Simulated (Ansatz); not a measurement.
Born–Oppenheimer molecular dynamics of GaH4NO (7 atoms, charge 0, multiplicity 1). It starts from a relaxed structure.

The calculation used RHF/def2-SVP (Ansatz 0.2.0).

```
ensemble                      : NVE (velocity Verlet)
time step                     : 0.25 fs
steps asked                   : 250
starting velocities drawn for : 200 K
seed                          : 651659
```

First frame:

```xyz
7
Properties=species:S:1:pos:R:3
Ga -0.039 0.054 -0.047
O -0.056 -0.262 1.702
H -0.864 -0.439 2.155
H 1.326 0.350 -0.733
N -1.622 0.013 -0.935
H -2.512 -0.178 -0.518
H -1.716 0.179 -1.917
```

Question: How far do the bonds stretch over the last three quarters of this one trajectory? (Pairs bonded in most of those frames.)

Answer: 
| bond | mean (Å) | spread (Å) | shortest | longest |
| --- | --- | --- | --- | --- |
| Ga1–O2 | 1.778 | 0.021 | 1.75 | 1.81 |
| Ga1–H4 | 1.556 | 0.020 | 1.53 | 1.59 |
| Ga1–N5 | 1.818 | 0.025 | 1.78 | 1.85 |
| O2–H3 | 0.943 | 0.007 | 0.93 | 0.95 |
| N5–H6 | 1.002 | 0.015 | 0.98 | 1.02 |
| N5–H7 | 1.001 | 0.006 | 0.99 | 1.01 |

Mean temperature of the second half: 90 K. The conserved energy stayed within 0.025 meV per atom of its start (net change 0.011 meV per atom), so the integration is sound. Over the second half the temperature averaged 0.45 of the 200 K drawn at the start: a run that starts near a minimum puts about half its kinetic energy into the potential. A run of 0.062 ps of so small a system gives no equilibrium averages.

Run time: 2.2 min on 1 thread of AMD EPYC 9B45 (Zen 5), on a shared host, peak memory 0.16 GiB.
